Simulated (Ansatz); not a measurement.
## Which method gave which barrier?

Saddle point of Ge₄H₁₀ClF, singlet (Ge₄H₉F ([F][Ge]([GeH3])([GeH3])[GeH3]) + HCl → Ge₄H₈ClF ([F][GeH2][Ge]([Cl])([GeH3])[GeH3]) + H₂; bonds formed: Ge1–Cl7, Ge2–F5, H6–H10; bonds broken: Ge1–F5, Ge2–H10, H6–Cl7), PBE0-D4/def2-TZVP structure:

```
16
angstrom
Ge -0.2070 -0.2724 -0.0570
Ge -0.5039 2.0600 0.1368
Ge 0.2178 -1.1747 -2.2628
Ge -0.3810 -1.6023 1.9582
F -2.0574 0.2907 -0.2641
H 1.6201 1.8702 0.4203
Cl 2.2680 0.1795 0.3413
H -1.1025 2.7071 1.3946
H -0.7490 2.9560 -1.0870
H 1.2272 2.6542 0.4437
H 1.2895 -2.2662 -2.1595
H -1.0872 -1.7585 -2.8249
H 0.7137 -0.0363 -3.1643
H 0.7005 -2.6888 1.9353
H -1.7769 -2.2388 2.0219
H -0.1720 -0.6796 3.1675
```

Ansatz 0.2.0; basis: def2-TZVPP, with def2-QZVPP for the basis limit; cores frozen in the correlated methods. Filled d shells of the heavier atoms are correlated. The def2 sets are not built for correlating such inner shells, so the correlated values are less sure here. Extrapolation: Hartree–Fock as exp(−7.88 √X), correlation as X^−2.97. Four methods, as single points on the PBE0-D4 structures, gave these electronic barriers from the start structure: 0.808, 1.226, 1.425, 2.033 eV.

(1) The methods were, in alphabetical order, HF, MP2, PBE0-D4, SPW92. Which gave which? (Judge from chemistry; the calculation decides.)

The T1 diagnostic stays at or below 0.013.

Results:

(1) By the calculation: SPW92 0.808; PBE0-D4 1.226; MP2 1.425; HF 2.033 eV. For comparison, CCSD(T) at an estimated basis limit (MP2 extrapolated from triple and quadruple zeta, plus CCSD(T) − MP2 in triple zeta) gives 1.402 eV.

Labels in which every atom is bracketed show which atoms are joined, not bond orders.

For scale, one of the runs: CCSD(T)/def2-TZVPP, 405 basis functions, launched by `ansatz run in.yaml --threads 4 --pin off --events-out ev --progress --plain --max-ram 41984MiB --backend cuda --devices 0, --max-vram 37GiB`. Time: 60 s of wall clock on 4 CPU threads of an AMD EPYC 7R13 and a share of one NVIDIA H100; the host was shared. Peak host memory: 1.7 GiB.
